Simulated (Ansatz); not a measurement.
H2Cl3NTi (SMILES [NH2][Ti]([Cl])([Cl])[Cl]), singlet, at a GFN2-xTB geometry (such geometries of metal compounds can be far from the true shape), atoms displaced at random by about 0.02 Å a coordinate. Base run: PBE/3-21G in Ansatz (an electronic-structure program).

The Ansatz input:
Ansatz 0.2 input:
```yaml
crystal:
  periodic: [false, false, false]
  atoms:
    - {symbol: Ti, position_ang: [-0.15972740, -0.24962137, -0.05513426]}
    - {symbol: Cl, position_ang: [1.82886481, -0.39229793, -0.85443396]}
    - {symbol: Cl, position_ang: [0.04266230, 0.28373385, 1.97077749]}
    - {symbol: Cl, position_ang: [-1.08733433, 1.42119016, -0.97043674]}
    - {symbol: N, position_ang: [-1.06651602, -1.80980195, -0.21116474]}
    - {symbol: H, position_ang: [-0.77481807, -2.59012597, -0.73024561]}
    - {symbol: H, position_ang: [-1.98210192, -1.98427753, 0.21992507]}
basis:
  gaussian:
    orbitals: 3-21G.json
hamiltonian:
  xc: pbe
relax: {}
```
The basis file holds 3-21G in the JSON format of the Basis Set Exchange.

Each row names what was changed in the base input (with any setting that the change needs).

```json
[
 {"change": "base", "ΔE vs base (kcal/mol)": "0.000", "optimiser steps": "6", "core-seconds (rough)": "30"},
 {"change": "relax = max_displacement: 0.5", "ΔE vs base (kcal/mol)": "-0.002", "optimiser steps": "6", "core-seconds (rough)": "20"},
 {"change": "relax = escape_saddle: false", "ΔE vs base (kcal/mol)": "0.000", "optimiser steps": "6", "core-seconds (rough)": "20"},
 {"change": "relax = f_tol: 0.05", "ΔE vs base (kcal/mol)": "0.001", "optimiser steps": "5", "core-seconds (rough)": "20"},
 {"change": "relax = f_tol: 0.1", "ΔE vs base (kcal/mol)": "0.002", "optimiser steps": "5", "core-seconds (rough)": "20"},
 {"change": "relax = f_tol: 0.0005", "ΔE vs base (kcal/mol)": "-0.008", "optimiser steps": "51", "core-seconds (rough)": "200"},
 {"change": "relax = max_displacement: 0.02", "ΔE vs base (kcal/mol)": "-0.001", "optimiser steps": "12", "core-seconds (rough)": "40"}
]
```
